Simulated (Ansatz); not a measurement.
`FB1C=C1`, relaxed with RKS PBE0-D4/def2-TZVP in Ansatz 0.2.0 from a PBE-D4/def2-SVP geometry. The force threshold is 0.005 eV/Å; the program also tests the step.

Charge 0, multiplicity 1.

Start:

```xyz
6

F    -2.148    0.600   -0.135
B    -0.872    0.243   -0.055
C     0.314   -0.232    0.697
C     0.467    0.014   -0.648
H     0.954   -0.579    1.526
H     1.285   -0.046   -1.385
```

```tsv
step	energy (eV)	largest force (eV/Å)	largest move (Å)
1	-5495.4337	0.633	0.000
2	-5495.4655	0.254	0.020
3	-5495.4694	0.012	0.009
4	-5495.4694	0.002	0.000
```

End:

```xyz
6

F    -2.124    0.593   -0.133
B    -0.858    0.240   -0.054
C     0.312   -0.230    0.688
C     0.463    0.013   -0.640
H     0.940   -0.570    1.502
H     1.266   -0.046   -1.364
```

Hardware: 2 threads of an AMD EPYC 7B13 on a shared host. Wall time 7 s, peak host memory 0.23 GiB.
